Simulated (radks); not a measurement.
Values are calculated unless marked as measured or tabulated.
The osmium ion Os2+ inside a hard spherical wall (all orbitals vanish at R), configuration held at [Xe] 4f14 5d6 and not refilled when levels cross. Code: a radial shooting solver on a logarithmic mesh with Libxc functionals. Model: scalar-relativistic Kohn-Sham, PBEsol, spin-polarised, spherical densities, finite nucleus; open shells are filled with parallel spins first (spin-orbit coupling, left out, can overturn this in heavy ions); Fermi nuclear charge, rms radius 5.4126 fm. Eigenvalues in eV for spin up, with the zero of energy where the potential of the charges vanishes at infinity; a dash marks a level that is unbound or too diffuse for the functional's potential to be trusted. A positive occupied level is held by the wall or, in an anion where self-interaction has pushed it up, behind a barrier. The pressure on the wall is -dE/dV.

| R (bohr) | E (hartree) | kinetic (hartree) | e(5s) | e(4f) | e(5p) | e(5d) | e(6s, empty) | e(6p, empty) | pressure (GPa) |
|---|---|---|---|---|---|---|---|---|---|
| free | -17244.9096 | 19104.082 | -109.35 | -69.152 | -68.938 | -24.041 | -21.542 | -14.118 | 0 |
| 15 | -17244.9096 | 19104.082 | -109.35 | -69.152 | -68.938 | -24.041 | -21.542 | -14.118 | < 0.0001 |
| 8 | -17244.9096 | 19104.082 | -109.35 | -69.151 | -68.937 | -24.040 | -21.540 | -14.088 | 0.00132 |
| 6 | -17244.9083 | 19104.097 | -109.29 | -69.084 | -68.876 | -23.985 | -21.427 | -13.607 | 0.187 |
| 3.5 | -17244.6670 | 19105.559 | -105.63 | -65.066 | -65.468 | -20.317 | -13.527 | 0.013 | 95.9 |
| 3 | -17244.2113 | 19107.867 | -101.87 | -60.724 | -61.926 | -15.838 | -3.183 | 14.761 | 394 |
| 2 | -17237.0324 | 19139.896 | -75.353 | -29.180 | -33.225 | 23.657 | 93.101 | 132.44 | 12700 |
